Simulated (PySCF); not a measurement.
SMILES Cl[SiH](Cl)c1ccc([SiH](Cl)Cl)cc1, GFN2-xTB optimised geometry.

```
18

Si    -1.79    -3.78    -5.29
Cl    -2.94    -2.49    -6.34
Cl    -2.93    -5.33    -4.67
C     -1.08    -2.89    -3.78
C     -1.93    -2.32    -2.83
C     -1.42    -1.67    -1.72
C     -0.04    -1.56    -1.52
C      0.80    -2.13    -2.47
C      0.29    -2.78    -3.58
Si     0.64    -0.67     0.00
Cl    -0.02    -1.60     1.67
Cl    -0.02     1.24     0.00
H     -0.73    -4.28    -6.15
H     -3.00    -2.39    -2.96
H     -2.10    -1.24    -1.00
H      1.87    -2.06    -2.34
H      0.97    -3.22    -4.30
H      2.10    -0.67     0.00
```

Density from PySCF with CAM-B3LYP/def2-SVP at that geometry.

Minimum of the electron density along straight lines between bonded atoms, close to the bond critical point (lines longer than 1.1 times the sum of covalent radii, or with two minima, are not listed):

```csv
bond,length / Å,ρ at the minimum / e bohr⁻³,∇²ρ there / e bohr⁻⁵,position (fraction from the first atom)
Si1–Cl2,2.019,0.099,0.33,0.37
Si1–Cl3,2.019,0.099,0.33,0.37
Si1–C4,1.891,0.117,0.32,0.38
C4–C5,1.394,0.308,-0.78,0.50
C5–C6,1.381,0.317,-0.83,0.50
C6–C7,1.394,0.308,-0.78,0.50
C7–C8,1.392,0.308,-0.78,0.50
C4–C9,1.392,0.308,-0.78,0.50
C8–C9,1.382,0.316,-0.83,0.50
C7–Si10,1.891,0.117,0.32,0.62
Si10–Cl11,2.019,0.099,0.33,0.37
Si10–Cl12,2.019,0.099,0.33,0.37
Si1–H13,1.456,0.123,0.33,0.49
C5–H14,1.081,0.285,-1.10,0.64
C6–H15,1.081,0.285,-1.10,0.64
C8–H16,1.080,0.285,-1.10,0.63
C9–H17,1.080,0.285,-1.10,0.63
Si10–H18,1.456,0.123,0.33,0.49
```
